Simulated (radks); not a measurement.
Hf VII, configuration [Kr] 4d10 4f13 5s1 5p6 (not the ground configuration). Method: scalar-relativistic Kohn-Sham, PBEsol, spin-polarised, spherical densities, finite nucleus; open shells are filled with parallel spins first (spin-orbit coupling, left out, can overturn this in heavy ions); Fermi nuclear charge, rms radius 5.347 fm; computed with a radial shooting solver on a logarithmic mesh with Libxc functionals.

Unscreened Slater integrals over Kohn-Sham orbitals (cm^-1). They are taken over the spin-up orbitals.

| integral | value |
|---|---|
| F0(4f,4f) | 318140 |
| F2(4f,4f) | 153470 |
| F4(4f,4f) | 96729 |
| F6(4f,4f) | 69713 |
| F0(4f,5p) | 193980 |
| F2(4f,5p) | 64737 |
| G2(4f,5p) | 29338 |
| G4(4f,5p) | 23742 |
| F0(4f,5s) | 214380 |
| G3(4f,5s) | 35272 |
| F0(4f,4d) | 341040 |
| F2(4f,4d) | 165440 |
| F4(4f,4d) | 106020 |
| G1(4f,4d) | 192950 |
| G3(4f,4d) | 122380 |
| G5(4f,4d) | 86859 |
| F0(5p,5p) | 160460 |
| F2(5p,5p) | 87409 |
| F0(5p,5s) | 169800 |
| G1(5p,5s) | 114610 |
| F0(5p,4d) | 199400 |
| F2(5p,4d) | 57566 |
| G1(5p,4d) | 16012 |
| G3(5p,4d) | 15771 |
| F0(5s,5s) | 181680 |
| F0(5s,4d) | 221640 |
| G2(5s,4d) | 23511 |
| F0(4d,4d) | 370840 |
| F2(4d,4d) | 188360 |
| F4(4d,4d) | 126120 |

Derived for the open shells (J is the average intra-shell exchange parameter used in DFT+U). 4f: F4/F2 = 0.630, F6/F2 = 0.454, J = (286 F2 + 195 F4 + 250 F6)/6435 = 12460 cm^-1.
